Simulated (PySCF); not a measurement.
## Adding and removing an electron: NaTe

UHF-CCSD; Na def2-SVPD, Te def2-SVPD with ECP28; scalar-relativistic core potentials (PySCF 2.14). Neutral (UHF): doublet (π ↑), Re = 2.869 Å, ωe = 224 cm⁻¹, De = 1.95 eV.

NaTe⁺ (UHF): triplet (π ↑↑), Re = 3.235 Å, ωe = 134 cm⁻¹, De = 0.65 eV to Na⁺ + Te. The energies at the minima are -428.95769 hartree for NaTe and -428.73000 for NaTe⁺.

Problem. Work out the adiabatic ionisation energy, without and with harmonic zero-point energies (1 hartree = 27.2114 eV, 1 eV = 8065.5 cm⁻¹), and the change of the bond length.

Solution. At UHF-CCSD: 0.22769 hartree = 6.196 eV between the minima; the zero-point term (134.0 − 224.0)/2 cm⁻¹ = -0.006 eV makes it 6.190 eV. Re changes by +36.6 pm against the neutral. The electron leaves a π orbital, and the longer bond of the ion fits a bonding orbital, or a change in how ionic the bond is.

NaTe⁻ (RHF): singlet (closed shell), Re = 2.773 Å, ωe = 240 cm⁻¹. The energies at the minima are -428.95769 hartree for NaTe and -428.99573 for NaTe⁻.

Problem. Work out the adiabatic electron affinity, without and with harmonic zero-point energies (1 hartree = 27.2114 eV, 1 eV = 8065.5 cm⁻¹), and the change of the bond length.

Solution. At CCSD: 0.03804 hartree = 1.035 eV between the minima; the zero-point term (224.0 − 240.0)/2 cm⁻¹ = -0.001 eV makes it 1.034 eV. Re changes by -9.6 pm against the neutral. The electron enters a π orbital, and the shorter bond of the ion fits a bonding orbital, or a change in how ionic the bond is.

Correlated steps freeze 5 core orbitals. Correlated levels converge slowly with the basis: in double zeta they bind strong bonds too weakly, by up to about 1 eV, and carry superposition errors of some tenths. Spin–orbit coupling is left out, which matters for elements this heavy, above all for dissociation energies. For an ion De counts to the pair picked by the measured ionisation energies or electron affinities, which need not be the lowest pair at this level. The CCSD T1 diagnostic is raised in NaTe⁻, a sign that a single reference may not be enough there. States were picked by a PBE0 search and need not be the measured ground states.

Neutral and ion stand on different kinds of reference determinant, which adds to the error of the difference.
